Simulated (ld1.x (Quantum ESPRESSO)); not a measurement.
## What one change does to a pseudopotential (Ne (Z = 10), ultrasoft)

```json
{"Element": "Ne (Z = 10)", "Generator": "ld1.x (Quantum ESPRESSO) 7.5", "Type": "ultrasoft", "Functional": "PBEsol", "Relativity": "non-relativistic", "Frozen core": "[He]", "Valence charge": "8", "Reference configuration": "2s2 2p5.5 (charge +0.5)", "Partial waves": "2s (bound): rcut 0.60, rcutus 0.80 bohr; 2s channel at -2.05 Ry: rcut 0.60, rcutus 0.80 bohr; 2p (bound): rcut 1.30, rcutus 1.65 bohr; 2p channel at 2.1 Ry: rcut 1.30, rcutus 1.65 bohr", "Local potential": "all-electron potential smoothed inside 1.20 bohr (lloc = -1)", "Core correction": "a·sin(br)/r model core inside 0.75 bohr", "Augmentation charge": "PSQ, radius 0.70 bohr"}
```

All-electron outer shells of the reference configuration (PBEsol, non-relativistic, ld1.x):

```json
{"shell": "2s", "level (eV)": "-45.23", "outermost node (bohr)": "0.22", "outermost maximum (bohr)": "0.68"}
{"shell": "2p", "level (eV)": "-22.25", "outermost node (bohr)": "–", "outermost maximum (bohr)": "0.61"}
```

Change: waves 2p (bound): rcut 1.30, rcutus 2.30 bohr; 2p channel at 2.1 Ry: rcut 1.30, rcutus 2.30 bohr.

Cutoffs: the cutoffs (Ry, on a coarse ladder) from which the occupation-weighted sum of valence levels, in a spherical-Bessel basis at the reference potential, stays within 10 and 1 mRy of its value at 400 Ry; they do not see the model core or the augmentation charge, which bear on the density cutoff. Errors are all-electron minus pseudo energies relative to the spin-unpolarised reference configuration.

Question: Predict the effect on cutoff, ghosts and configuration errors.

Answer: The potential gets neither clearly harder nor softer (40 Ry and 80 Ry → 40 Ry and 80 Ry); the s channel sets the loose cutoff, while the largest relative change is in p, which becomes softer; the number of tests that count goes from 6 to 4; of the 4 tests that both files solve, the error grows in 3 and shrinks in 1 by more than 15 % and 0.3 meV (median size 1.7 → 2.1 meV); neither file shows a bound ghost at the reference potential, the only one tested.

| quantity | base | changed |
| --- | --- | --- |
| cutoff, loose | 40 Ry | 40 Ry |
| cutoff, tight | 80 Ry | 80 Ry |
| loose cutoff by channel (10 mRy a level) | s 35 Ry, p 25 Ry | s 35 Ry, p 12 Ry |
| bound ghosts | none | none |
| tests counted (converged, no solver errors) | 6 of 6 | 4 of 6 |
| error for 2s2 2p6, meV [ΔE -8.84 eV] | -0.1 | +0.6 |
| error for 2s2 2p5, meV [ΔE 13.57 eV] | -2.0 | -3.5 |
| error for 2s2 2p4, meV [ΔE 56.75 eV] | -42 | -86 |
| error for 2s1 2p6, meV [ΔE 36.70 eV] | +1.4 | +0.1 |
| lowest overlap eigenvalue by channel | s 0.68, p 0.82 | s 0.68, p 0.79 |

Changed file: Tests not counted: 2s2 2p3 (converged, but collapsed or in another state, printed error -224 eV); 2s2 2p2 (converged, but collapsed or in another state, printed error -169 eV).
